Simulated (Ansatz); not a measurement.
Ansatz (a program for electronic structure) input file for B(F)2(OSiH3) (BF2H3OSi), SMILES FB(F)O[SiH3], CAM-B3LYP/def2-SVPD. Coordinates come from a r2SCAN-D4/def2-SVP optimisation. One conformer was computed; it need not be the lowest.

Ansatz 0.2 input:
```yaml
crystal:
  periodic: [false, false, false]
  atoms:
    - {symbol: B, position_ang: [0.03144444, 0.97477166, 0.00000000]}
    - {symbol: F, position_ang: [0.73075627, 2.09597685, -0.00000000]}
    - {symbol: F, position_ang: [-1.29641255, 1.07072651, -0.00000000]}
    - {symbol: O, position_ang: [0.64803200, -0.21916713, -0.00000000]}
    - {symbol: Si, position_ang: [0.01436023, -1.78168708, -0.00000000]}
    - {symbol: H, position_ang: [-0.81357343, -1.98545396, 1.22106579]}
    - {symbol: H, position_ang: [-0.81357343, -1.98545395, -1.22106579]}
    - {symbol: H, position_ang: [1.17553200, -2.70632436, 0.00000000]}
basis:
  gaussian:
    orbitals: def2-SVPD
hamiltonian:
  xc: {name: CAM-B3LYP}
```

It prints:

```
WARN ansatz: RAYON_NUM_THREADS=1 ignored (pool sized by the plan → 1); use --threads N
Functional definition: CAM-B3LYP
integrals: 0.08 GiB planned
1143 factors; their error is unknown
integrals: 0.10 GiB planned
486 factors; integrals over basis functions are off by at most 2.3e-5 eV
mean field: 0.72 GiB planned
mean field evaluation 1: about -16073.7733 eV, gradient 5.6e1 eV
mean field evaluation 2: about -16070.9049 eV, gradient 7.1e1 eV
mean field evaluation 4: about -16078.8417 eV, gradient 3.0e0 eV
mean field evaluation 8: about -16078.8561 eV, gradient 4.0e-2 eV
mean field evaluation 16: about -16078.9297 eV, gradient 7.2e-5 eV
mean field -16078.92967792 eV, -590.8897669735 hartree, gradient 7.2e-5 eV, S^2 0.000000; 0 other end points of the search recorded, 0 dependent functions left out
reference -16078.92981850 eV, -590.8897721397 hartree; 24, 24 occupied and 113, 113 virtual orbitals, 1143 factors
Total energy: -16078.92981850 eV, -590.8897721397 hartree
```

Self-consistency was reached.

Cost: about 3 core-seconds (a rough figure).
